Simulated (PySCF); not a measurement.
Isomers C$_{6}$H$_{5}$ClO$_{2}$:

A. SMILES C[C@H]1C(=O)C=C(Cl)C1=O
B. SMILES o1c(C)ccc1C(=O)Cl
C. `Cc1ccoc1C(=O)Cl`
D. SMILES O1C(Cl)=CC=C(C)C1=O
E. SMILES O=C(C1=CC(C)=CO1)Cl

Spectrum 1. 13C{1H} NMR (computed): δ 167.1 (C), 163.1 (C), 150.5 (C), 131.7 (CH), 118.5 (CH), 17.2 (CH3).

Spectrum 2. 13C{1H} NMR (computed): δ 205.1 (C), 203.6 (C), 170.0 (C), 150.7 (CH), 49.7 (CH), 15.4 (CH3).

Spectrum 3. 13C{1H} NMR (computed): δ 164.2 (C), 152.1 (CH), 152.0 (C), 132.5 (C), 131.4 (CH), 11.9 (CH3).

Spectrum 4. 13C{1H} NMR (computed): δ 164.3 (C), 153.8 (CH), 147.4 (C), 147.1 (C), 123.2 (CH), 14.8 (CH3).

Spectrum 5. 13C{1H} NMR (computed): δ 164.6 (C), 162.3 (C), 145.5 (CH), 130.2 (C), 109.6 (CH), 20.8 (CH3).

Theory: σ from GIAO-PBE0/pcSseg-1, geometry: GFN2-xTB, in PySCF (no solvent, no relativistic terms, one computed conformer, averaged over atoms made equivalent by symmetry, fast rotation or ring inversion).

References, each an isolated molecule treated in the same way: 13C (σ = 186.93 ppm) against TMS. Shifts are as computed. Against solution values, carbons near 30 ppm lie about +3 ppm off and those near 130 ppm about +5 ppm; carbons on Cl a further +6 ppm. Of 1211 compounds with measured shifts, 218 miss one by over three times the rms of a fit or turn the order of signals round; such compounds aren't used in these exercises. Carbons bonded to Cl come out too deshielded.

Match each spectrum to its structure.

Answers

1–B, 2–A, 3–E, 4–C, 5–D.

- Spectrum 1 (B): 6 13C signals; δC 131.7 is an aromatic CH; δC 17.2 is a methyl carbon on an aromatic ring.
- Spectrum 2 (A): 6 13C signals; δC 205.1 is a ketone carbonyl carbon; δC 203.6 is a ketone carbonyl carbon.
- Spectrum 3 (E): 6 13C signals; δC 131.4 is an aromatic CH; δC 11.9 is a methyl carbon on an aromatic ring.
- Spectrum 4 (C): 6 13C signals; δC 14.8 is a methyl carbon on an aromatic ring; δC 164.3 is a carbonyl carbon.
- Spectrum 5 (D): 6 13C signals; δC 20.8 is a methyl carbon on an unsaturated ring; δC 164.6 is a ring carbonyl carbon.
